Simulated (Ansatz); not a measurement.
Geometry optimisation, RHF/def2-SVP in Ansatz.

input.yaml

```yaml
crystal:
  periodic: [false, false, false]
  atoms:
    - { symbol: B, position_ang: [-0.102141, 0.481381, -0.5643] }
    - { symbol: "N", position_ang: [-0.071229, 0.067845, 2.147941] }
    - { symbol: H, position_ang: [-0.820382, -0.280252, 2.720523] }
    - { symbol: H, position_ang: [0.782439, 0.087595, 2.67861] }
    - { symbol: Cl, position_ang: [1.480703, -0.06223, -1.090381] }
    - { symbol: Cl, position_ang: [-1.554929, -0.363481, -1.070325] }
    - { symbol: H, position_ang: [-0.207744, 1.496333, 0.046707] }
    - { symbol: H, position_ang: [-0.297117, 1.02661, 1.861625] }
basis:
  gaussian: { orbitals: def2-SVP }
hamiltonian:
  xc: hf
relax:
  f_tol: 0.03
  max_steps: 50
```

Command:

```bash
$ ansatz run input.yaml --threads 1 --pin off --max-ram 2048MiB --backend cpu --events-out ev --progress --plain --runs-dir out
```

Task: Where does it end, and by what steps?

Result: It converged. After 17 steps the energy has fallen by 1.049 eV; H3 moved furthest, 1.08 Å. Joined: B1–N2 (2.74 → 1.63 Å).

| step | energy less start (eV) | largest force component (eV/Å) | accepted |
| --- | --- | --- | --- |
| 0 | 0.0000 | 1.004 | yes |
| 1 | -0.1055 | 0.654 | yes |
| 2 | -0.1404 | 1.563 | yes |
| 3 | -0.1644 | 1.500 | yes |
| 4 | -0.2155 | 1.346 | yes |
| 5 | -0.2458 | 0.507 | yes |
| 6 | -0.2768 | 0.268 | yes |
| 7 | -0.3248 | 0.527 | yes |
| 8 | -0.3852 | 0.633 | yes |
| 9 | -0.6163 | 1.051 | yes |
| 10 | -0.9344 | 0.449 | yes |
| 11 | -0.8600 | 2.068 | no |
| 12 | -0.9682 | 0.150 | yes |
| 13 | -0.9871 | 0.150 | yes |
| 14 | -0.9982 | 0.628 | yes |
| 15 | -1.0441 | 0.095 | yes |
| 16 | -1.0486 | 0.079 | yes |
| 17 | -1.0492 | 0.012 | yes |

```xyz
8
Properties=species:S:1:pos:R:3
B -0.082 0.488 0.070
N -0.094 0.283 1.687
H -0.237 -0.691 1.909
H 0.785 0.573 2.088
Cl 1.343 -0.545 -0.512
Cl -1.739 -0.129 -0.482
H 0.074 1.659 -0.136
H -0.841 0.816 2.106
```

Whether the end is a true minimum wasn't checked by a vibrational analysis.

Run time: 24 s on 1 thread of Arm Neoverse V2, on a shared host, peak memory 0.15 GiB.
